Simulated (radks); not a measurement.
Results of a calculation; reference values are marked as such.
Radial electron density D(r) = 4 pi r^2 rho(r) of an atom or ion with 68 electrons. Level of theory: Dirac Kohn-Sham, XLYP, spin-unpolarised, spherical densities, finite nucleus; Fermi nuclear charge, rms radius of each element as measured or else 0.836 A^(1/3) + 0.57 fm (a radial shooting solver on a logarithmic mesh with Libxc functionals).

```
   r/bohr * D(r) (the largest magnitude, 120, reaches the edge; | marks zero)
 0.001343 |   *
 0.001821 |      *
 0.002487 |         *
 0.003371 |              *
 0.004568 |                     *
 0.006241 |                             *
 0.008459 |                                     *
  0.01146 |                                          *
  0.01566 |                                           *
  0.02123 |                                       *
    0.029 |                                      *
   0.0393 |                                            *
  0.05326 |                                                      *
  0.07276 |                                                     *
  0.09861 |                                            *
   0.1336 |                                             *
   0.1826 |                                                  *
   0.2474 |                                  *
    0.338 |                       *
   0.4581 |                            *
   0.6209 |                    *
   0.8483 |          *
     1.15 |     *
    1.571 |  *
    2.129 |*
    2.885 *
    3.941 *
    5.341 *
    7.239 *
    9.889 *
```

What is the nuclear charge?

Answer. Z = 69. The innermost maximum, from 1s, lies near gamma/Z bohr with gamma = sqrt(1 - (Z/c)^2) = 0.864, here 0.0125 bohr (found: 0.0138), and its height grows with Z. The density is that of the thulium ion Tm+ in [Xe] 4f13 6s1; the configuration itself is not fixed sharply by these data, and Z only to a few units. D(r) has 4 maxima, at r = 0.0138, 0.0615, 0.171, 0.466 bohr, and minima at 0.0268, 0.112, 0.330 bohr, inside which lie 2.02, 11.16, 29.67 electrons.
